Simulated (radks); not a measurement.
The gadolinium ion Gd+, configuration [Xe] 4f7 5d1 6s1. Method: scalar-relativistic Kohn-Sham, SCAN, spin-polarised, spherical densities, finite nucleus; open shells are filled with parallel spins first (spin-orbit coupling, left out, can overturn this in heavy ions); meta-GGA in the generalised Kohn-Sham scheme; Fermi nuclear charge, rms radius 5.1569 fm; computed with a radial shooting solver on a logarithmic mesh with Libxc functionals.

Unscreened Slater integrals over Kohn-Sham orbitals (eV). They are taken over the spin-up orbitals.

integral,value
"F0(5d,5d)",9.8242
"F2(5d,5d)",4.9883
"F4(5d,5d)",3.2434
"F0(5d,6s)",7.8965
"G2(5d,6s)",2.5779
"F0(5d,4f)",12.794
"F2(5d,4f)",2.9940
"F4(5d,4f)",1.4350
"G1(5d,4f)",1.4450
"G3(5d,4f)",1.1284
"G5(5d,4f)",0.84940
"F0(5d,5p)",11.749
"F2(5d,5p)",5.3581
"G1(5d,5p)",6.1176
"G3(5d,5p)",3.7325
"F0(6s,6s)",6.9937
"F0(6s,4f)",9.1574
"G3(6s,4f)",0.37072
"F0(6s,5p)",8.6602
"G1(6s,5p)",0.76740
"F0(4f,4f)",29.869
"F2(4f,4f)",14.054
"F4(4f,4f)",8.7897
"F6(4f,4f)",6.3158
"F0(4f,5p)",18.880
"F2(4f,5p)",6.5329
"G2(4f,5p)",3.4474
"G4(4f,5p)",2.6479
"F0(5p,5p)",15.704
"F2(5p,5p)",8.4046

Derived for the open shells (J is the average intra-shell exchange parameter used in DFT+U). 4f: F4/F2 = 0.625, F6/F2 = 0.449, J = (286 F2 + 195 F4 + 250 F6)/6435 = 1.136 eV. 5d: Racah B = F2/49 - 5 F4/441 = 0.06503 eV, C = 35 F4/441 = 0.2574 eV, C/B = 3.96, F4/F2 = 0.650, J = (F2 + F4)/14 = 0.5880 eV.
